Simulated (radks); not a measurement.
Question: Radial electron density D(r) = 4 pi r^2 rho(r) of an atom or ion with 65 electrons. Calculated with a radial shooting solver on a logarithmic mesh with Libxc functionals: Dirac Kohn-Sham, exchange-only PBE, spin-unpolarised, spherical densities, finite nucleus; Fermi nuclear charge, rms radius of each element as measured or else 0.836 A^(1/3) + 0.57 fm.

```
   r/bohr * D(r) (the largest magnitude, 119, reaches the edge; | marks zero)
 0.001368 |   *
 0.001855 |     *
 0.002493 |        *
 0.003379 |             *
 0.004543 |                   *
 0.006158 |                           *
 0.008279 |                                  *
  0.01122 |                                        *
  0.01521 |                                          *
  0.02044 |                                       *
  0.02771 |                                     *
  0.03725 |                                         *
  0.05048 |                                                  *
  0.06788 |                                                      *
  0.09199 |                                              *
   0.1237 |                                         *
   0.1676 |                                                *
   0.2272 |                                        *
   0.3054 |                       *
   0.4139 |                        *
   0.5565 |                       *
   0.7542 |            *
    1.014 |      *
    1.374 |   *
    1.848 | *
    2.504 |*
    3.394 *
    4.563 *
    6.184 *
    8.314 *
```

What is the nuclear charge?

Answer: Z = 67. The innermost maximum, from 1s, lies near gamma/Z bohr with gamma = sqrt(1 - (Z/c)^2) = 0.872, here 0.013 bohr (found: 0.0144), and its height grows with Z. The density is that of the holmium ion Ho2+ in [Xe] 4f9 6s2; the configuration itself is not fixed sharply by these data, and Z only to a few units. D(r) has 4 maxima, at r = 0.0144, 0.0637, 0.177, 0.482 bohr, and minima at 0.0277, 0.116, 0.344 bohr, inside which lie 2.01, 11.13, 29.47 electrons.
